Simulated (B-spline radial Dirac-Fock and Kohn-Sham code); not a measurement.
**Binding energies of I⁵⁺ in different valence configurations**

These are calculated numbers from an atomic code on a B-spline grid; the model is Dirac-Fock ΔSCF + Breit + QED. Correlation and solid-state effects are left out.

Reference: the tabulated ground configuration [Kr] 4d10 5s2, with 2s 5266.7 eV, 2p3/2 4630.0 eV, 3s 1146.9 eV, 3d3/2 702.4 eV, 4p1/2 214.6 eV, 5s 72.23 eV, Kα1 28610.8 eV, Kβ1 32292.1 eV.

Shifts from the reference in eV.

| configuration | average energy | 2s | 2p3/2 | 3s | 3d3/2 | 4p1/2 | 5s | Kα1 | Kβ1 |
| --- | --- | --- | --- | --- | --- | --- | --- | --- | --- |
| [Kr] 4d9 5s2 5p1 | +55.10 | +11.73 | +11.70 | +11.11 | +11.10 | +7.86 | +3.99 | -0.57 | +0.03 |
| [Kr] 4d10 5s1 5p1 | +11.71 | +1.08 | +1.22 | +1.02 | +1.26 | +1.26 | +2.23 | -0.11 | -0.16 |
